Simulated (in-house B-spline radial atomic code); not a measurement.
Response and correlation of Re⁵⁷⁺

Closed shell [Ne] 3s2 3p6. Computed with an all-electron radial atomic-structure program (B-spline basis): Dirac-Hartree-Fock, relativistic RPA (time-dependent Dirac-Hartree-Fock) for the response and second-order many-body perturbation theory for correlation, no-pair Dirac-Coulomb Hamiltonian, finite nucleus.

| multipole (bohr³, bohr⁵, bohr⁷) | uncoupled | coupled RPA |
| --- | --- | --- |
| dipole | 0.0037623 | 0.0036354 |
| quadrupole | 6.2303e-05 | ? |
| octupole | 4.6732e-06 | 5.5977e-06 |

(1) What is the coupled quadrupole polarisability?

(2) Which subshells carry the dipole polarisability?

(3) What does the dipole shielding factor come to?

Dipole polarisability at imaginary frequency:

```tsv
u (Eh)	α(iu) (bohr³)
0	0.003635
22.1	0.001572
66.3	0.0005308
133	0.0002598
221	0.0001412
442	5.331e-05
883	1.716e-05
2210	3.183e-06
```

(4) What dispersion coefficients follow for two such ions (the dispersion part alone)?

Lowest J = 1 odd-parity excitations:

```
energy (eV)  oscillator strength  leading channel  weight
      255.1              0.00757     3p3/2 → d3/2    0.97
     380.93                0.417     3p3/2 → d5/2   0.944
     663.11                0.601     3p1/2 → d3/2   0.992
     2516.7                0.324     3p3/2 → s1/2   0.999
     2853.6               0.0473     3p3/2 → d3/2   0.959
     2886.7                 1.31     3p1/2 → s1/2   0.502
     2894.7                0.509     3p3/2 → d5/2   0.519
     3194.4                0.443     3s1/2 → p1/2   0.928
```

Second-order correlation energy by the highest angular momentum of the excited pair (hartree): s -0.02686, p -0.1912, d -0.6885, f -0.1386, g -0.05295, h -0.01926, i -0.00868, k -0.004465.

(5) What is the second-order correlation energy at the partial-wave limit?

## Answers

(1) 6.4985e-05 atomic units, +4 % against the uncoupled value.

(2) 3p3/2 78.4 %, 3p1/2 19.8 %, 3s1/2 1.3 %.

(3) The dipole shielding factor is 0.240, against the exact N/Z = 18/75 = 0.240 of the non-relativistic theorem.

(4) C6 = (3/π)∫α(iu)²du = 0.0002049 hartree·bohr⁶ and C8 = 3.099e-05 hartree·bohr⁸.

(5) The listed waves sum to -1.1305 hartree; extrapolating the increments as (l + 1/2)⁻⁴ gives -1.1396 hartree, -1.72 eV per electron.
